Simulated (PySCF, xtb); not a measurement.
C2H5FO2Si, SMILES CC(=O)O[SiH2]F.

Coordinates come from a B3LYP-D3(BJ)/def2-SVP optimisation. The values are those of a single conformer.

The numbers are results of IEF-PCM-PBE0/def2-SVP in PySCF, not measurements.

The values are the electrostatic part of the solvation free energy, E(continuum) − E(gas) at the gas-phase geometry, in a cavity of scaled van der Waals radii (PySCF's table); cavitation and dispersion terms are not included. In vacuum the orbital gap is 8.24 eV. The dipole moment in vacuum is 1.45 D.

Question: Estimate the values in water (ε = 78.36), dichloromethane (ε = 8.93), tetrahydrofuran (ε = 7.43). (An estimate is asked for; the answer gives what the named calculation found.)

Answer: 
```
solvent              ε  ΔG(elec) (kcal/mol)  dipole (D)  gap (eV)
---------------  -----  -------------------  ----------  --------
water            78.36                 -4.6        1.74      8.37
dichloromethane   8.93                 -3.9        1.71      8.35
tetrahydrofuran   7.43                 -3.8        1.70      8.35
```

For comparison, GFN2-xTB/ALPB(water) (xtb, at the GFN2-xTB geometry, all terms of that model) gives -1.8 kcal/mol.
